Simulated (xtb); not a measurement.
H8CuO4 (SMILES [OH2]->[Cu+2](<-[OH2])(<-[OH2])<-[OH2]), charge +2, doublet, at a GFN2-xTB geometry (such geometries of metal compounds can be far from the true shape), atoms displaced at random by about 0.1 Å a coordinate. Base run: GFN2-xTB run with xtb.

Input for xtb:
```
$ xtb mol.xyz --gfn 2 --chrg 2 --uhf 1 --opt --json

# file mol.xyz
13

Cu    -0.07214329    -0.01659447     0.08190532
O      1.91139485    -0.67755325    -0.23162137
H      2.22459918    -1.02700955    -0.95436522
H      2.15752347    -1.08220577     0.75791973
O      0.53693596     2.16998426     0.12569552
H      0.93535461     2.28798416    -0.55308565
H      0.95945985     2.19518541     1.00771059
O     -1.99849077     0.58879613     0.18432256
H     -2.39892921     1.13842990    -0.72448418
H     -2.23434272     0.94891313     1.00737076
O     -0.52556674    -1.87468679    -0.05557208
H     -1.13056210    -2.31533084     0.43611244
H     -1.03199952    -2.21725489    -0.77647624
```

The base run was repeated with changes; each row names its change, and settings that it needs were set with it.

```csv
change,ΔE vs base (kcal/mol),optimiser steps
base,0.000,14
opt level = loose,0.023,9
engine = inertial,0.017,-
alpb = methanol,-211.0,14
opt level = crude,0.090,7
engine = lbfgs,0.000,-
opt level = tight,-0.010,20
opt level = extreme,-0.012,33
alpb = ether,-181.6,19
opt level = sloppy,0.044,8
```
